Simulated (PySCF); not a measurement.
Exercise with solution: dipole moment from atomic charges

Si(F)3(GeH3) (F₃GeH₃Si), SMILES F[Si]([GeH3])(F)F. Atoms are numbered in the order given.

```xyz
8

F      1.4956     0.0054    -1.4842
Si     0.0000     0.0000    -0.8865
F     -0.7525     1.2925    -1.4842
F     -0.7431    -1.2979    -1.4842
Ge     0.0000     0.0000     1.4568
H      0.7420     1.2440     1.9554
H      0.7063    -1.2646     1.9554
H     -1.4484     0.0206     1.9554
```
Charge 0, spin multiplicity 1.

Geometry: ωB97X-D3(BJ)/def2-SVP. This is a generated structure with no PubChem entry under its InChIKey; it may be hypothetical.

Charges (e) from PySCF with B3LYP/def2-TZVP:

```csv
atom,ESP fit,Mulliken
F1,-0.263,-0.302
Si2,0.802,0.901
F3,-0.263,-0.302
F4,-0.263,-0.302
Ge5,-0.080,-0.040
H6,0.022,0.015
H7,0.022,0.015
H8,0.022,0.015
```

The dipole moment of the full density is 2.24 D.

Q: What dipole moment does each set of point charges give, and which comes closer to that of the density?

A: 
μ = Σ q r, and 1 e Å = 4.8032 D.
ESP fit: Σ q r = (0.000, 0.000, 0.473) e Å, |μ| = 2.27 D.
Mulliken: Σ q r = (0.000, 0.000, 0.576) e Å, |μ| = 2.77 D.
ESP fit comes closer in size. Point charges leave out the atoms' own dipoles (lone pairs, polarised bonds); fits to the potential absorb them, partitions of the density don't.
